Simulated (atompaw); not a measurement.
# u(r) = r·R(r): atom against pseudo-atom (phosphorus)

Columns: radius, all-electron u(r) and pseudo u(r) of the 3s shell (level -33.86 eV) of phosphorus in the configuration [Ne] 3s2 3p1; PBE, non-relativistic, PAW (atompaw) scheme, atompaw 4.2.0.5.

| r (bohr) | all-electron | pseudo |
| --- | --- | --- |
| 0.073 | 0.1984 | 0.0780 |
| 0.146 | -0.0252 | 0.1552 |
| 0.219 | -0.2527 | 0.2310 |
| 0.292 | -0.3816 | 0.3045 |
| 0.365 | -0.4089 | 0.3753 |
| 0.438 | -0.3592 | 0.4425 |
| 0.512 | -0.2577 | 0.5067 |
| 0.585 | -0.1298 | 0.5654 |
| 0.658 | 0.0092 | 0.6194 |
| 0.731 | 0.1479 | 0.6681 |
| 0.804 | 0.2789 | 0.7115 |
| 0.877 | 0.3979 | 0.7493 |
| 0.950 | 0.5024 | 0.7816 |
| 1.023 | 0.5915 | 0.8083 |
| 1.096 | 0.6654 | 0.8295 |
| 1.169 | 0.7248 | 0.8453 |
| 1.242 | 0.7706 | 0.8559 |
| 1.315 | 0.8039 | 0.8616 |
| 1.388 | 0.8257 | 0.8625 |
| 1.462 | 0.8372 | 0.8589 |
| 1.535 | 0.8395 | 0.8511 |
| 1.608 | 0.8340 | 0.8392 |
| 1.681 | 0.8218 | 0.8236 |
| 1.754 | 0.8041 | 0.8045 |
| 1.827 | 0.7819 | 0.7819 |
| 1.900 | 0.7561 | 0.7561 |

Problem. How many radial nodes do the two functions have?

Solution. The all-electron 3s function has n − l − 1 = 2; the pseudo-wave has 0, since the states of the same l below it are removed with the core.

Problem. Where does each function peak?

Solution. Outermost all-electron maximum near 1.53 bohr, pseudo maximum near 1.39 bohr (to the table’s step).

Problem. Is the pseudo-wave norm-conserving?

Solution. No, it belongs to a PAW set: the norm inside the radius is not constrained, and the difference is carried by the augmentation charge.
